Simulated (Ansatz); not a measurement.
Born–Oppenheimer molecular dynamics of CH6AlBOSi (11 atoms, charge 0, multiplicity 1). It starts from a relaxed structure.

Computed with Ansatz 0.2.0, RKS BLYP/STO-3G.

```json
{"ensemble": "NVT, Langevin thermostat", "time step": "0.5 fs", "steps asked": "150", "set temperature": "300 K", "friction": "0.01 /fs", "seed": "785826"}
```

First frame:

```xyz
11
Properties=species:S:1:pos:R:3
B -1.415 -0.344 0.083
C -0.160 -0.581 1.025
Si 1.274 0.476 0.296
O 0.953 0.644 -1.397
Al -0.685 0.213 -1.744
H -2.510 -0.383 0.531
H -0.330 -0.443 2.112
H 0.153 -1.644 0.893
H 2.592 -0.131 0.472
H 1.303 1.790 0.940
H -1.110 0.344 -3.189
```

Question: How far do the bonds stretch over the last three quarters of this one trajectory? (Pairs bonded in most of those frames.)

Answer: 
```json
{"bond": "B1–C2", "mean (Å)": "1.592", "spread (Å)": "0.051", "shortest": "1.52", "longest": "1.69"}
{"bond": "B1–Al5", "mean (Å)": "2.049", "spread (Å)": "0.014", "shortest": "2.03", "longest": "2.07"}
{"bond": "B1–H6", "mean (Å)": "1.187", "spread (Å)": "0.023", "shortest": "1.15", "longest": "1.23"}
{"bond": "C2–Si3", "mean (Å)": "1.923", "spread (Å)": "0.011", "shortest": "1.91", "longest": "1.94"}
{"bond": "C2–H7", "mean (Å)": "1.108", "spread (Å)": "0.012", "shortest": "1.08", "longest": "1.14"}
{"bond": "C2–H8", "mean (Å)": "1.119", "spread (Å)": "0.014", "shortest": "1.09", "longest": "1.15"}
{"bond": "Si3–O4", "mean (Å)": "1.731", "spread (Å)": "0.012", "shortest": "1.70", "longest": "1.75"}
{"bond": "Si3–Al5", "mean (Å)": "2.857", "spread (Å)": "0.045", "shortest": "2.80", "longest": "2.92"}
{"bond": "Si3–H9", "mean (Å)": "1.465", "spread (Å)": "0.029", "shortest": "1.42", "longest": "1.51"}
{"bond": "Si3–H10", "mean (Å)": "1.465", "spread (Å)": "0.017", "shortest": "1.43", "longest": "1.50"}
{"bond": "O4–Al5", "mean (Å)": "1.721", "spread (Å)": "0.015", "shortest": "1.69", "longest": "1.74"}
{"bond": "Al5–H11", "mean (Å)": "1.518", "spread (Å)": "0.042", "shortest": "1.45", "longest": "1.59"}
```

Mean temperature of the second half: 213 K. The mean temperature of the second half is 29 % below the set value. A run of 0.075 ps of so small a system gives no equilibrium averages. Limits of this set-up: minimal basis.

Time of the run: 3.6 min on 1 thread of Arm Neoverse V2, on a shared host, peak memory 0.08 GiB.
